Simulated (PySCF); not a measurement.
ReS₃⁻: from structure and modes to constants

Method: PBE/[Re def2-SVPD with ECP60, S def2-SVPD], scalar-relativistic core potentials, density fitting, no spin–orbit coupling, PySCF.

The singlet minimum has D3h symmetry. Masses (u): Re 186.95575, S 31.97207.

```xyz
4
charge -1 multiplicity 1, angstrom
Re    0.0000    0.0000    0.0000
S     2.1504    0.0000    0.0000
S    -1.0752    1.8623    0.0000
S    -1.0752   -1.8623    0.0000
```

Harmonic wavenumbers (cm⁻¹): 80.1 (a2'', ×1), 147.4 (e', ×2), 489.4 (a1', ×1), 501.7 (e', ×2).

Q: Find the principal moments of inertia and the rotational constants. What kind of rotor is it?

A: About the centre of mass I = 221.76, 221.76, 443.52 u Å². With B = 16.8576/I this gives 0.07602, 0.07602, 0.03801 cm⁻¹. The molecule is an oblate symmetric top.

Q: What is the harmonic zero-point energy?

A: Half the sum of all 6 wavenumbers, 1868/2 = 934 cm⁻¹, which is 11.2 kJ/mol (1 cm⁻¹ = 0.0119627 kJ/mol).

Only a few start shapes were tried, so a lower isomer may exist. The lowest empty level of this anion is unbound, so it and the gap depend on the basis. Spin–orbit coupling, left out here, can matter for elements this heavy.
